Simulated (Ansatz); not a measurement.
A nudged elastic band was laid between two geometries of C₂H₇ClSi₂ (12 atoms, charge 0, multiplicity 1).

Computed with RKS r2SCAN/def2-SVP in Ansatz 0.2.0.

```yaml
movable_images: 7
climbing_image: yes
spring: 5.0 eV/Å²
optimiser: quadratic models (default)
start_path: IDPP
force_threshold: 0.05 eV/Å
iteration_limit: 44
end_points: relaxed
```

Initial state:

```xyz
12
Properties=species:S:1:pos:R:3
Si -1.692 0.046 0.334
C 0.124 0.210 -0.143
Si 1.359 -1.117 0.338
C 0.574 1.272 -0.831
Cl -0.449 2.590 -1.351
H -2.112 1.174 1.217
H -2.558 0.016 -0.880
H -1.855 -1.239 1.079
H 1.397 -1.273 1.824
H 2.717 -0.739 -0.159
H 0.961 -2.432 -0.250
H 1.612 1.436 -1.144
```

Final state:

```xyz
12
Properties=species:S:1:pos:R:3
Si -1.395 0.514 0.879
C 0.068 0.125 -0.244
Si 1.292 -1.220 0.219
C 0.268 0.794 -1.391
Cl -0.780 2.069 -1.963
H -1.335 1.926 1.358
H -2.686 0.282 0.167
H -1.320 -0.402 2.057
H 0.593 -2.534 0.350
H 1.933 -0.908 1.532
H 2.345 -1.322 -0.837
H 1.094 0.623 -2.092
```

**Question.** What changes between the two ends?

**Answer.** No bond is made or broken. The dihedral Si1–C2–Si3–H11 goes from 60 to 180°. The two ends are copies of one structure, up to a mirror image or an exchange of like atoms.

**Question.** Give the energies along the band, and the barrier.

**Answer.** It converged. The highest image is number 4 of 0 to 8, 7.9 kJ/mol above the ends, which have the same energy within 2 meV. A vibrational analysis at the climbing image gives one clearly imaginary mode, 134i cm⁻¹: a first-order saddle point.

```
image  path coordinate (Å)  energy (kJ/mol)  dihedral Si1–C2–Si3–H11 (°)
    0                 0.00              0.0                           60
    1                 0.57              1.2                           74
    2                 1.15              4.0                           89
    3                 1.72              6.7                          105
    4                 2.29              7.9                          120
    5                 2.87              6.7                          136
    6                 3.44              4.0                          151
    7                 4.02              1.2                          166
    8                 4.59              0.0                          180
```

**Question.** What is the geometry of the highest image?

**Answer.** 
```xyz
12
Properties=species:S:1:pos:R:3
Si -1.537 0.370 0.740
C 0.079 0.133 -0.203
Si 1.357 -1.168 0.275
C 0.367 0.905 -1.265
Cl -0.684 2.164 -1.866
H -1.616 1.749 1.307
H -2.707 0.144 -0.159
H -1.587 -0.617 1.858
H 0.880 -1.926 1.466
H 2.666 -0.525 0.605
H 1.582 -2.126 -0.850
H 1.277 0.842 -1.874
```

**Question.** What are the harmonic wavenumbers there?

**Answer.** 134i, 112, 143, 177, 183, 314, 350, 517, 613, 621, 697, 697, 777, 860, 903, 933, 938, 940, 945, 948, 955, 1295, 1596, 2214, 2216, 2225, 2229, 2234, 2247, 3157 cm⁻¹.

Run time: 2.9 min on 2 threads of Arm Neoverse V2 (shared host), peak memory 0.18 GiB.
